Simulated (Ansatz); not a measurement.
ClH2InS2, SMILES `[SH][In]([SH])[Cl]`, relaxed with RKS PBE0-D4/def2-TZVP in the Gaussian-basis code of Ansatz from a GFN2-xTB geometry. The force threshold is 0.005 eV/Å; the program also tests the step.

Charge 0, multiplicity 1. In: def2 effective core potential.

Start:

```xyz
6

S    -1.883    0.010   -1.606
In    0.226    0.000   -0.418
S     0.313    0.002    2.009
Cl    2.260   -0.002   -1.501
H    -2.554    0.031   -0.458
H     1.638   -0.040    1.974
```

(1) By how much does the energy fall, and how many steps does the optimiser take? (Best estimate.)

(2) Which bonds change most? (Best estimate.)

(3) Give the relaxed structure. (An estimate is asked.)

Answers

(1) The calculation gave: 5.62 kJ/mol, in 5 steps.

(2) Ansatz gave: In2–S3 from 2.429 to 2.365 Å; S1–In2 from 2.421 to 2.362 Å; S3–H6 from 1.326 to 1.344 Å; In2–Cl4 from 2.304 to 2.321 Å.

(3) Ansatz gave: 
```xyz
6

S    -1.805    0.023   -1.611
In    0.190    0.000   -0.348
S     0.331   -0.013    2.014
Cl    2.190   -0.010   -1.525
H    -2.580    0.023   -0.512
H     1.675   -0.023    1.982
```
